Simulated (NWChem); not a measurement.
AlH$_{3}$S; SMILES [AlH2][SH]

```xyz
5

Al     0.0174    -1.1197     0.0000
H      1.4228    -1.8470     0.0000
H     -1.3843    -1.8595     0.0000
S      0.0635     1.0659     0.0000
H     -1.2807     1.2079     0.0000
```
Atoms are numbered in this order, from 1.

All runs: NWChem. All runs use the structure optimised with PBE0/def2-SVP. Total energies compare along this basis series because the functional is fixed.

| level | basis functions | energy (Ha) | highest occupied level (eV) | orbital gap (eV) | dipole (D) |
|---|---|---|---|---|---|
| PBE/def2-SVP | 51 | -641.9245 | -6.57 | 4.49 | 1.00 |
| PBE/def2-SVPD | 75 | -641.9333 | -6.74 | 4.53 | 0.92 |
| PBE/def2-TZVP | 92 | -642.1522 | -6.68 | 4.51 | 0.90 |
| PBE/def2-TZVPP | 126 | -642.1532 | -6.68 | 4.51 | 0.88 |
| PBE/def2-QZVP | 230 | -642.1746 | -6.71 | 4.51 | 0.88 |
